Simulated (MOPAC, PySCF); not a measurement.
CH$_{6}$OSi$_{2}$, SMILES `C=[SiH]O[SiH3]` (C–Si–O–Si torsion 1°), neutral singlet in the gas phase. 

Z-matrix (Å, degrees):
```
O
Si 1 1.6205
Si 1 1.6477 2 142.19
C 2 1.6889 1 126.05 3 0.83
H 4 1.0827 2 124.76 1 0.36
H 4 1.0843 5 116.26 2 -179.75
H 2 1.4722 1 109.07 3 -179.15
H 3 1.4811 1 107.46 2 -169.16
H 3 1.4838 8 110.14 1 119.23
H 3 1.4843 8 110.17 9 121.09
```
Charge 0, multiplicity 1.

All levels are single points at this geometry (PBE0-D3(BJ)/def2-TZVP); Pople sets use spherical d functions. Orbital energies aren't observables, and empty levels follow the basis.

```json
[
 {"level": "PBE-D3(BJ)/def2-TZVP in PySCF", "HOMO (eV)": "-5.26", "LUMO (eV)": "-1.31", "gap (eV)": "3.95", "dipole (D)": "0.95", "vertical IE, Delta-SCF (eV)": "8.33"},
 {"level": "PBE0-D3(BJ)/def2-TZVP in PySCF", "HOMO (eV)": "-6.27", "LUMO (eV)": "-0.45", "gap (eV)": "5.81", "dipole (D)": "1.05", "vertical IE, Delta-SCF (eV)": "8.26"},
 {"level": "B3LYP/3-21G in PySCF", "HOMO (eV)": "-5.82", "LUMO (eV)": "-0.10", "gap (eV)": "5.71", "dipole (D)": "0.61", "vertical IE, Delta-SCF (eV)": "–"},
 {"level": "B3LYP/LANL2DZ in PySCF", "HOMO (eV)": "-6.10", "LUMO (eV)": "-0.53", "gap (eV)": "5.57", "dipole (D)": "0.77", "vertical IE, Delta-SCF (eV)": "–"},
 {"level": "AM1 in MOPAC", "HOMO (eV)": "-8.48", "LUMO (eV)": "0.07", "gap (eV)": "8.55", "dipole (D)": "0.48", "vertical IE, Delta-SCF (eV)": "–"},
 {"level": "PM3 in MOPAC", "HOMO (eV)": "-7.63", "LUMO (eV)": "0.28", "gap (eV)": "7.90", "dipole (D)": "0.69", "vertical IE, Delta-SCF (eV)": "–"}
]
```
